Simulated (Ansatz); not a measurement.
Ansatz (a quantum-chemistry and plane-wave program) input (RI-MP2/cc-pV(T+d)Z):
A basis named .json is the Basis Set Exchange file of that set.

Ansatz 0.2 input:
```yaml
crystal:
  periodic: [false, false, false]
  atoms:
    - {symbol: C, position_ang: [1.14107175, -1.23853560, 0.56627149]}
    - {symbol: Si, position_ang: [0.02888615, -0.08673494, -0.42960312]}
    - {symbol: C, position_ang: [-1.75960109, -0.18757908, 0.15904927]}
    - {symbol: N, position_ang: [0.57383929, 1.53640544, -0.12235263]}
    - {symbol: H, position_ang: [0.85290443, -2.28035186, 0.41508604]}
    - {symbol: H, position_ang: [1.06246434, -1.00863806, 1.63347416]}
    - {symbol: H, position_ang: [2.18748131, -1.13806204, 0.27161436]}
    - {symbol: H, position_ang: [-2.16605587, -1.18653805, -0.00874242]}
    - {symbol: H, position_ang: [-2.39634688, 0.52272647, -0.37190417]}
    - {symbol: H, position_ang: [-1.81721895, 0.03471363, 1.22919864]}
    - {symbol: H, position_ang: [1.55456288, 1.75671668, -0.21659751]}
    - {symbol: H, position_ang: [0.01210363, 2.31557240, -0.43314164]}
basis:
  gaussian:
    orbitals: cc-pV_T+d_Z.json
    fitting: {mean_field: def2-universal-jkfit, correlation: cc-pVTZ-RIFIT.json}
magnetization: {spin_polarized: true, initial_magnetization: 1}
correlation: {method: mp2, electrons: outside_noble_gas}
```

Output:

```
Functional definition: HF
integrals: 0.27 GiB planned
499 factors; integrals over basis functions are off by at most 9.6e-1 eV
605 factors; integrals over basis functions are off by at most 6.8e-1 eV
0.72 GiB of device memory are held for the factors and their scratch space
mean field: 0.86 GiB planned
mean field evaluation 1: about -11528.8941 eV, gradient 3.1e1 eV
mean field evaluation 2: about -11532.6127 eV, gradient 1.5e1 eV
mean field evaluation 4: about -11533.6667 eV, gradient 1.0e0 eV
mean field evaluation 8: about -11533.6794 eV, gradient 1.0e-6 eV
mean field -11533.67936100 eV, -423.8548987080 hartree, gradient 1.0e-6 eV, S^2 0.754591; 0 other end points of the search recorded, 0 dependent functions left out
8 core orbitals not correlated
reference -11533.67936100 eV, -423.8548987080 hartree; 13, 12 occupied and 220, 221 virtual orbitals, 605 factors
second order -18.48158363 eV of doubles, -0.00000000 eV of singles
Total energy: -11552.16094463 eV, -424.5340843791 hartree
```

It need not be the lowest isomer of its formula.
